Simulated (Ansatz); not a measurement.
Reaction (cleavage of the Si–Al bond): `O[SiH2][AlH][F]` + `CO[SiH](O)O` → `CO[SiH](O)O[SiH2]O` + `[F][AlH2]`

Gas-phase electronic energies from Ansatz, PBE0-D4/def2-TZVP geometries. CBS: MP2 limit from def2 TZ/QZ plus the TZ coupled-cluster correction, frozen cores. This one scheme is used for every species. DFT in def2-TZVPP. B3LYP here is the variant with VWN-RPA as its local correlation; programs differ in this. One conformer a species, not always the lowest.

```tsv
level	ΔE (kJ/mol)	difference from CCSD(T)/CBS
PBE-D4	-115.8	29.5
r2SCAN-D4	-139.4	5.9
PBE0-D4	-126.3	19.0
B3LYP-D4	-144.3	1.0
ωB97X-V	-142.0	3.3
ωB97M-V	-149.3	-4.0
B2PLYP	-144.9	0.4
PBE	-110.1	35.2
r2SCAN	-137.5	7.8
PBE0	-121.2	24.1
B3LYP	-135.5	9.8
HF/def2-TZVPP	-161.4	-16.1
MP2/def2-TZVPP	-154.4	-9.1
SCS-MP2/def2-TZVPP	-154.9	-9.6
CCSD/def2-TZVPP	-147.5	-2.2
CCSD(T)/def2-TZVPP	-145.9	-0.6
HF/def2-QZVPP	-163.9	-18.6
MP2/def2-QZVPP	-154.9	-9.6
SCS-MP2/def2-QZVPP	-155.3	-10.0
HF/CBS(def2)	-164.2	-18.9
MP2/CBS(def2)	-153.8	-8.5
CCSD/CBS(def2)	-146.9	-1.6
CCSD(T)/CBS	-145.3	0
```

Largest T1 diagnostic among the species: 0.013.

From PBE to PBE0 (25 % exact exchange), in def2-TZVPP and without D4, ΔE moves by −11.1 kJ/mol. The D4 term adds −8.8 kJ/mol with B3LYP and −5.1 kJ/mol with PBE0; it sums over pairs of atoms, weighted by their polarisabilities, and B3LYP, whose exchange is more repulsive, gets the larger term. In def2-TZVPP, CCSD(T) changes the Hartree–Fock value by +15.5 kJ/mol (the triples alone add +1.6 kJ/mol) and MP2 by +7.0 kJ/mol.
